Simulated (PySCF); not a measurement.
# Computed properties of ClGe, SMILES [Cl][Ge]

ClGe, SMILES [Cl][Ge] (connectivity only; charge and spin as stated), charge +1, multiplicity 1. The structure is a stationary point at B3LYP-D3(BJ)/def2-TZVP. The spin state was assumed, not searched. The values are those of a single conformer. All values are computed for the isolated molecule unless a solvent is named; none is compared with measurement here.

**Structure.** The optimised structure has C∞v symmetry. All 1 harmonic modes at B3LYP-D3(BJ)/def2-TZVP (PySCF) are real, so it is a minimum.

**Vibrations.** The strongest infrared lines (harmonic, unscaled, degenerate partners summed) lie at 493 cm⁻¹ (65 km/mol, Cl 67 %, Ge 33 %). The softest mode is at 493 cm⁻¹ and the zero-point energy is 0.7 kcal/mol.

**Electronic structure.** ωB97X/def2-TZVPD (PySCF) places the frontier levels at -18.36 and -7.47 eV, a gap of 10.89 eV and a mean polarisability of 33.3 bohr³.

**Excitations.** TDA-CAM-B3LYP/def2-TZVPD (PySCF) has S1 at 5.16 eV (240 nm, f = 0.000, dark); the most intense of the 10 singlets computed lies at 10.65 eV (f = 1.86). Strengths of degenerate partners are summed. T1 (TDA) is at 4.00 eV, 1.16 eV under S1. No vertical singlet excitation falls in the visible range (under 3.1 eV).
